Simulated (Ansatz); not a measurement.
`[NH2][Al]([SiH3])[CH2][SiH3]`, relaxed with RKS PBE0-D4/def2-TZVP in Ansatz from a PBE-D4/def2-SVP geometry. The force threshold is 0.005 eV/Å; the program also tests the step.

The species carries charge 0 and has multiplicity 1.

Start:

```xyz
15

N     0.739   -1.822   -1.569
Al    0.017   -0.386   -0.786
Si   -2.431   -0.274   -0.622
C     1.195    0.991   -0.015
Si    1.130    1.007    1.871
H     0.204   -2.600   -1.962
H     1.739   -1.995   -1.697
H    -2.994   -1.395    0.220
H    -3.106   -0.375   -1.971
H    -2.895    1.020    0.004
H     0.860    1.991   -0.373
H     2.246    0.849   -0.349
H     1.636   -0.302    2.423
H    -0.292    1.178    2.343
H     1.953    2.113    2.483
```

Task: By how much does the energy fall, and how many steps does the optimiser take? (An estimate is asked.)

Result: Computed: 0.07 eV, in 79 steps, 9 of them rejected.

Task: Which bonds change most? (Estimate.)

Result: Ansatz gave: C4–Si5 from 1.886 to 1.862 Å; Si3–H9 from 1.512 to 1.492 Å; N1–Al2 from 1.788 to 1.769 Å; C4–H11 from 1.114 to 1.095 Å.

Task: Give the relaxed structure. (An estimate is asked.)

Result: Computed: 
```xyz
15

N     0.626   -1.713   -0.967
Al   -0.260   -0.232   -0.578
Si   -2.630   -0.122   -1.192
C     0.718    1.200    0.323
Si    1.735    0.611    1.767
H     0.232   -2.514   -1.433
H     1.593   -1.885   -0.739
H    -3.493    0.108    0.004
H    -3.113   -1.370   -1.850
H    -2.902    1.005   -2.133
H     0.020    1.975    0.657
H     1.391    1.670   -0.405
H     2.756   -0.373    1.308
H     0.871   -0.072    2.771
H     2.455    1.712    2.467
```
